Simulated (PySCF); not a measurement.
Pb(Cl)(OH) (ClHOPb), SMILES [OH][Pb][Cl] (connectivity only; charge and spin as stated), neutral, multiplicity 1.

Coordinates come from a B3LYP-D3(BJ)/def2-TZVP optimisation. The def2 effective core potentials stand for the cores of Pb; spin–orbit coupling is left out. One conformer was computed; it need not be the lowest.

Level of theory: CAM-B3LYP/def2-TZVPD (PySCF).

Symmetry labels are those of the subgroup Cs that the program uses (full group Cs).

Problem. List the valence orbital energies around the gap with their symmetry. (Estimate from the structure and the level; the computed values follow.)

Solution. 
| orbital | symmetry | energy (eV) |
|---|---|---|
| HOMO−7 | A' | -23.00 |
| HOMO−6 | A' | -16.28 |
| HOMO−5 | A' | -13.38 |
| HOMO−4 | A' | -10.84 |
| HOMO−3 | A" | -10.32 |
| HOMO−2 | A' | -9.83 |
| HOMO−1 | A" | -9.75 |
| HOMO | A' | -9.16 |
| LUMO | A" | -1.88 |
| LUMO+1 | A' | -0.33 |
| LUMO+2 | A' | 0.06 |
| LUMO+3 | A' | 0.64 |
